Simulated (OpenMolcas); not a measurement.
# Rh²⁺: effect of the basis set

```yaml
Program: OpenMolcas
Method: "SS-CASPT2, IPEA 0.25 Eh, imaginary shift 0.1 Eh (closed shells correlated: 4s 4p)"
Active_space: 7 electrons in 6 orbitals (4d 5s)
State_averaging: 2S+1 = 4 even, 60 roots; 2S+1 = 6 even, 5 roots kept (CI in the orbitals of an earlier block); 2S+1 = 2 even, 110 roots kept (CI in the orbitals of an earlier block)
Spin-orbit_coupling: RASSI with atomic mean-field integrals over the reference wave functions, term energies averaged over their components
```

A. ANO-RCC-VDZP [6s5p3d1f], DKH2, point nucleus; CASPT2 step roughly 30 core-seconds
B. ANO-R2 [7s5p4d2f1g], X2C, finite nucleus; CASPT2 step about 50 core-seconds
C. ANO-RCC-VTZP [7s6p4d2f1g], DKH2, point nucleus; CASPT2 step of the order of 50 core-seconds
D. ANO-R3 [8s6p5d3f2g1h], X2C, finite nucleus; CASPT2 step of the order of 2.1 core-minutes
E. ANO-RCC-VQZP [8s7p5d3f2g1h], DKH2, point nucleus; CASPT2 step about 100 core-seconds

Energies in eV above 4d7 4F 9/2, the measured ground level; measured values from the list in Shadmi, J. Res. Natl. Bur. Stand. 70A, 435 (1966).

| Level | A | B | C | D | E | Measured |
| --- | --- | --- | --- | --- | --- | --- |
| 4d7 4F 9/2 | 0.0000 | 0.0000 | 0.0000 | 0.0000 | 0.0000 | 0.0000 |
| 4d7 4F 7/2 | 0.292 | 0.275 | 0.276 | 0.280 | 0.279 | 0.2663 |
| 4d7 4F 5/2 | 0.473 | 0.446 | 0.448 | 0.454 | 0.452 | 0.4322 |
| 4d7 4F 3/2 | 0.586 | 0.554 | 0.556 | 0.562 | 0.560 | 0.5359 |
| 4d7 4P 3/2 [66 %] | 1.493 | 1.371 | 1.381 | 1.368 | 1.378 | 1.3635 |
| 4d7 4P 5/2 | 1.547 | 1.377 | 1.389 | 1.384 | 1.394 | 1.3716 |
| 4d7 2G 9/2 | 1.713 | 1.649 | 1.653 | 1.611 | 1.619 |  |
| 4d7 4P 1/2 | 1.725 | 1.562 | 1.573 | 1.569 | 1.578 |  |
| 4d7 2G 7/2 | 1.989 | 1.911 | 1.917 | 1.877 | 1.885 |  |
| 4d7 2P 1/2 | 2.340 | 2.272 | 2.277 | 2.254 | 2.262 |  |
| 4d7 2D 5/2(1) | 2.370 | 2.302 | 2.311 | 2.273 | 2.282 |  |
| 4d7 2H 11/2 | 2.372 | 2.254 | 2.259 | 2.211 | 2.213 |  |
| 4d7 2H 9/2 | 2.657 | 2.524 | 2.530 | 2.487 | 2.488 |  |
| 4d7 2D 3/2(1) [71 %] | 2.831 | 2.736 | 2.747 | 2.716 | 2.724 |  |
| 4d7 2F 5/2 | 3.637 | 3.375 | 3.390 | 3.334 | 3.344 |  |
| 4d7 2F 7/2 | 3.781 | 3.509 | 3.525 | 3.471 | 3.480 |  |
| 4d6 5s 6D 9/2 | 5.132 | 4.940 | 5.232 | 5.111 | 5.216 | 5.3340 |
| 4d6 5s 6D 7/2 | 5.304 | 5.101 | 5.393 | 5.274 | 5.379 | 5.5042 |
| 4d6 5s 6D 5/2 | 5.415 | 5.207 | 5.500 | 5.382 | 5.485 | 5.6138 |
| 4d6 5s 6D 3/2 | 5.490 | 5.279 | 5.572 | 5.454 | 5.558 | 5.6880 |
| 4d6 5s 6D 1/2 | 5.534 | 5.321 | 5.614 | 5.497 | 5.600 |  |
| 4d7 2D 3/2(2) | 5.653 | 5.421 | 5.444 | 5.371 | 5.382 |  |
| 4d7 2D 5/2(2) | 5.787 | 5.542 | 5.567 | 5.494 | 5.505 |  |
| 4d6 5s 4D 7/2(1) | 6.571 | 6.402 | 6.553 | 6.495 | 6.605 |  |

Deviations, from unrounded energies. A percentage is the sum of absolute deviations over the sum of measured energies, with the sign that they share, or ± where signs differ.

```
                        Against measurement  Levels      A     B     C     D     E
             mean absolute deviation (cm-1)       9   1100  1500   470   890   530
      fine structure of the ground term (%)       3   +9.5  +3.3  +3.7  +5.0  +4.5
other terms of the ground configuration (%)       2  +11.1  +0.5  +1.3  +0.6  +1.4
                   other configurations (%)       4   -3.6  -7.3  -2.0  -4.2  -2.3
```

C lies closest to measurement on these levels and B furthest from it. The largest miss of C in the table is 4d6 5s 6D 3/2, by -940 cm-1. The ranking rests on the paired levels alone, and a cruder setting can come out closer through cancelling errors.

The two smallest mean deviations differ by little beside CASPT2's spread within terms, so their order carries little weight.

Among A to E the level of the table that moves most is 4d7 2F 7/2, by 2500 cm-1 (lowest in D, highest in A). Moves below CASPT2's spread within the term are not significant.

Term energies are means over components that CASPT2 splits; among the terms shown or strongly mixed into the levels shown the widest spread is 600 cm-1 (4d7 4F, E). Terms from blocks run as CI alone lack orbitals of their own. A single d shell beside an s shell can misplace configurations of different d count against each other. The CASPT2 spread within a term exceeds the gap to the next term for 4d7 2H and 4d7 2D(1), so the order of their levels is uncertain (holds for B; C; D). Computed and measured levels are paired by configuration, term and J; levels that our copy of the source lacks, or whose pairing is in doubt (as where it misses far off the trend of its configuration), stay unpaired and out of the deviations. Only configurations of the active space appear. Levels that lie high or do not pair safely by name in every column are left out.

A share in square brackets marks a mixed level and gives the weight of the term that names it, the lowest over the columns. A number in round brackets counts repeated terms of one configuration in the order of the reference energies.
